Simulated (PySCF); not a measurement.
SMILES CCCCCl (C4H9Cl), GFN2-xTB optimised geometry.

```
14

C      1.34    -1.43     0.02
C      0.78    -0.02     0.00
C     -0.75    -0.02     0.00
C     -1.34     1.39     0.00
Cl    -0.95     2.24    -1.52
H      1.00    -1.99    -0.86
H      2.42    -1.41     0.01
H      1.01    -1.96     0.91
H      1.14     0.53     0.88
H      1.13     0.51    -0.89
H     -1.12    -0.53     0.89
H     -1.12    -0.56    -0.87
H     -2.42     1.36     0.07
H     -0.92     1.99     0.81
```

Density from PBE0/def2-TZVP run with PySCF at that geometry.

Minimum of the electron density along straight lines between bonded atoms, close to the bond critical point (lines longer than 1.1 times the sum of covalent radii, or with two minima, are not listed):

```tsv
bond	length / Å	ρ at the minimum / e bohr⁻³	∇²ρ there / e bohr⁻⁵	position (fraction from the first atom)
C1–C2	1.523	0.246	-0.61	0.50
C2–C3	1.527	0.247	-0.61	0.49
C3–C4	1.519	0.252	-0.64	0.48
C4–Cl5	1.786	0.182	-0.25	0.42
C1–H6	1.088	0.279	-0.96	0.64
C1–H7	1.087	0.280	-0.96	0.64
C1–H8	1.088	0.279	-0.95	0.64
C2–H9	1.092	0.278	-0.95	0.64
C2–H10	1.091	0.281	-0.97	0.64
C3–H11	1.093	0.277	-0.94	0.64
C3–H12	1.092	0.280	-0.96	0.64
C4–H13	1.090	0.286	-1.01	0.65
C4–H14	1.090	0.285	-1.01	0.65
```
